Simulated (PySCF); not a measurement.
**Worked example: entropy of an ideal gas**

VOF₃, SMILES [O]=[V]([F])([F])[F], multiplicity 1.

Geometry optimised at PBE-D3(BJ)/def2-SVP. The spin state was assumed, not searched.

PBE-D3(BJ)/def2-SVP (PySCF) gives the harmonic wavenumbers 205, 205, 259, 312, 312, 723, 814, 814, 1116 cm⁻¹ and the rotational temperatures 0.1847, 0.1847, 0.1600 K. The molar mass is 123.94 g/mol, the symmetry number 3, the spin multiplicity 1.

Work out the entropy at 298.15 K and 1 atm in the rigid-rotor, harmonic-oscillator model.


Translation (Sackur–Tetrode at 1 atm): S = R[1.5 ln M + 2.5 ln T − 1.16487] = 168.9 J/(mol K).
Rotation: q = (√π/σ) T^1.5/√(θA θB θC) = 41200, S = R[ln q + 3/2] = 100.8 J/(mol K).
Vibration: with u = 1.4388 ν/T, each mode gives R[u/(e^u − 1) − ln(1 − e^−u)]:
```
ν (cm⁻¹)  modes     u  S (J/(mol K))
--------  -----  ----  -------------
205           2  0.99          17.47
259           1  1.25           6.98
312           2  1.51          11.31
723           1  3.49           1.17
814           2  3.93           1.64
1116          1  5.39           0.24
```
These are all the modes. Sum 38.8 J/(mol K).
Spin: R ln 1 = 0.0 J/(mol K).
Total 308.5 J/(mol K); the program's own thermochemistry gives 308.5. Translation makes up 55 % and vibration 13 %. Anharmonicity, hindered rotation and orbital degeneracy are left out.
